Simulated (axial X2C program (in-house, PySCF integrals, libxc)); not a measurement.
# Testing model relations on InS⁻

A bond curve at the CCSD(T) level, 2c, was computed with an in-house all-electron X2C program for linear molecules (integrals from PySCF) (basis In dyall-acv3z [12s13p10d5f1g], S dyall-av3z [9s8p3d2f] (cores contracted in-house)) for the state Ω = 0 (closed shell). Its fit gives Re = 2.3556 Å, ωe = 378.0 cm⁻¹, ωexe = 1.11 cm⁻¹ and αe = 5.100e-04 cm⁻¹; the masses are 114.9039 and 31.9721 u. Two-component means X2C with spin–orbit coupling and atomic mean-field Coulomb and Gaunt terms.

Correlated methods: 10 electrons correlated (number of frozen shells: In 4 s, 3 p, 2 d; S 2 s, 1 p), 290 virtual spin orbitals or spinors in MP2, 90 natural virtuals in coupled cluster.

Find the reduced mass, Be and the force constant.

From the CCSD(T) values: μ = 25.0124 u. Be = 16.8576/(μ Re²) = 0.1215 cm⁻¹. k = 5.8918×10⁻⁷ μ ωe² = 2.11 mdyn/Å.

A Morse curve ties αe to the other constants (Pekeris). How well does that hold?

αe(Morse) = 6Be²/ωe × (√(ωexe/Be) − 1) = 4.737e-04 cm⁻¹; the CCSD(T) curve gives 5.100e-04 cm⁻¹, a ratio of 0.93.

Where do the fundamental and the first overtone lie?

ν(1←0) = ωe − 2ωexe = 375.8 cm⁻¹; ν(2←0) = 2ωe − 6ωexe = 749.3 cm⁻¹.

Estimate the centrifugal constant by the Kratzer relation.

D = 4Be³/ωe² = 5.02e-08 cm⁻¹.

Give B0, the J = 1←0 line in GHz and the most populated J at 300 K (kT = 208.5 cm⁻¹).

B0 = Be − αe/2 = 0.1212 cm⁻¹; 2B0 = 7.267 GHz; J(max) ≈ √(kT/2B0) − 1/2 = 28.8, so J = 29.

The state is a single determinant with fixed occupations, the lowest that a limited PBE0 search found. CCSD and (T) use frozen natural virtuals with an MP2 correction for the truncation; (T) itself is uncorrected, so its De runs slightly low. With the outer-core shells frozen, correlated bond lengths of heavy atoms tend to come out a few hundredths of an ångström too long.
